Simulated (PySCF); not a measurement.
`C#C[Si@H]([GeH3])O[SiH3]`, C2H8GeOSi2

Cartesian coordinates in Å; atom numbers follow the order of the lines, from 1:
```xyz
14

C    -1.791    2.539    0.605
C    -1.118    1.741    0.006
Si   -0.142    0.446   -0.894
Ge   -1.301   -1.579   -0.757
O     1.325    0.328   -0.213
Si    2.344   -0.209    0.927
H    -2.370    3.247    1.125
H     0.147    0.895   -2.257
H    -0.498   -2.841   -0.905
H    -2.356   -1.727   -1.816
H    -2.069   -1.814    0.513
H     3.634    0.322    0.499
H     1.892    0.325    2.209
H     2.302   -1.673    0.913
```

Computed with PySCF, GIAO B97-2/pcSseg-1 magnetisability, rotational g tensor and spin-rotation constants, non-relativistic, gas phase. Geometry: GFN2-xTB.

The calculation is non-relativistic, which matters for the atoms heavier than Zn.

(1) Give the nuclear spin-rotation constants along the inertial axes (H = +C I·J) beside the isotropic shieldings.

(2) How do the rotational constants and the g tensor change when H7, H8, H9, H10, H11, H12, H13, H14 are replaced by deuterium?

Answers

(1) Rotational constants 1.5071, 0.9951, 0.6680 GHz. A star marks the isotopologue with that one atom substituted, in its own axes.
| atom | isotope | Caa (kHz) | Cbb (kHz) | Ccc (kHz) | mean (kHz) | σ (ppm) |
| --- | --- | --- | --- | --- | --- | --- |
| H7 | 1H | -0.172 | -0.009 | -0.056 | -0.079 | 29.5 |
| H8 | 1H | -0.138 | -0.087 | 0.041 | -0.062 | 26.3 |
| H9 | 1H | -0.139 | 0.028 | -0.067 | -0.059 | 28.5 |
| H10 | 1H | 0.006 | -0.093 | -0.053 | -0.047 | 28.8 |
| H11 | 1H | -0.131 | -0.098 | 0.013 | -0.072 | 28.6 |
| H12 | 1H | -0.001 | -0.088 | -0.025 | -0.038 | 26.9 |
| H13 | 1H | -0.122 | -0.052 | 0.005 | -0.056 | 26.8 |
| H14 | 1H | -0.081 | 0.013 | -0.058 | -0.042 | 26.8 |
| C1 | 13C* | 0.549 | 0.130 | 0.204 | 0.294 | 84.2 |
| C2 | 13C* | 0.551 | 0.086 | 0.194 | 0.277 | 99.4 |
| Si3 | 29Si* | -0.796 | -0.600 | -0.409 | -0.602 | 393.2 |
| Ge4 | 73Ge* | -0.339 | -0.225 | -0.151 | -0.238 | 1701.7 |
| O5 | 17O* | -0.132 | -0.058 | -0.033 | -0.074 | 317.8 |
| Si6 | 29Si* | -0.845 | -0.571 | -0.386 | -0.601 | 398.3 |

For the geometry as given, no vibrational averaging.

(2) Constants 1.3358, 0.9004, 0.6101 GHz; g -0.0158, -0.0132, -0.0086, against -0.0179, -0.0145, -0.0094 before.
